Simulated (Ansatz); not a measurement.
`S[SiH](S)Cl` + H₂ → `S[SiH2]Cl` + H₂S  (hydrogenolysis of the Si–S bond)

Computed with Ansatz on PBE0-D4/def2-TZVP structures; ΔE is electronic, products minus reactants. CCSD(T)/CBS is the MP2 limit (def2-TZVPP, def2-QZVPP) plus CCSD(T) − MP2 in def2-TZVPP, frozen cores. This one scheme is used for every species. Functionals use def2-TZVPP. One conformer a species, not always the lowest.

```
        level  ΔE (kJ/mol)
       B97M-V         40.7
         BLYP         27.2
      LC-ωPBE         32.9
HF/def2-TZVPP         11.3
```

**Question.** What does CCSD(T)/CBS give? (Best estimate.)

**Answer.** The calculation gave: +41.1 kJ/mol. The listed levels differ from it by -0.4, -13.9, -8.2, -29.8 kJ/mol.

Largest T1 diagnostic among the species: 0.011.

From PBE to PBE0 (25 % exact exchange), in def2-TZVPP and without D4, ΔE moves by −3.0 kJ/mol. In def2-TZVPP, CCSD(T) changes the Hartree–Fock value by +23.7 kJ/mol (the triples alone add +6.1 kJ/mol) and MP2 by +35.3 kJ/mol.
